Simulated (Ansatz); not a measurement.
Program: Ansatz 0.2.0.

CH6ClNSi (`N[SiH2]CCl`). Charge 0, multiplicity 1. The structure was optimised at the PBE0-D4/def2-TZVP level. It is one conformer, not always the lowest.

```xyz
10

N     0.780   -1.164    0.971
Si    0.644   -0.133   -0.387
C    -0.876    0.987   -0.392
Cl   -2.343   -0.035   -0.293
H     0.090   -1.881    1.129
H     1.150   -0.816    1.839
H     0.564   -0.953   -1.621
H     1.842    0.751   -0.402
H    -0.900    1.667    0.461
H    -0.952    1.578   -1.306
```

Q: What is the dipole moment at B3LYP/def2-TZVPP? (An estimate is asked.)

A: The calculation gave: 1.61 D, with components (0.86, 0.80, 1.10) D in this frame, pointing from negative to positive charge.

Q: And with PBE, r2SCAN, ωB97M-V? (Best estimate.)

A: The calculation gave: PBE 1.57 D, r2SCAN 1.64 D, ωB97M-V 1.61 D.

Q: Give the Mulliken charges with B3LYP, ωB97M-V, PBE in def2-TZVPP. (An estimate is asked.)

A: The calculation gave: 
```csv
atom,B3LYP,ωB97M-V,PBE
N1,-0.40,-0.37,-0.39
Si2,0.40,0.33,0.31
C3,-0.19,-0.27,-0.17
Cl4,-0.18,-0.14,-0.16
H5,0.14,0.12,0.15
H6,0.14,0.12,0.15
H7,-0.07,-0.03,-0.06
H8,-0.09,-0.04,-0.08
H9,0.12,0.14,0.12
H10,0.12,0.14,0.12
```

B3LYP here is the variant with VWN-RPA as its local correlation; programs differ in this.
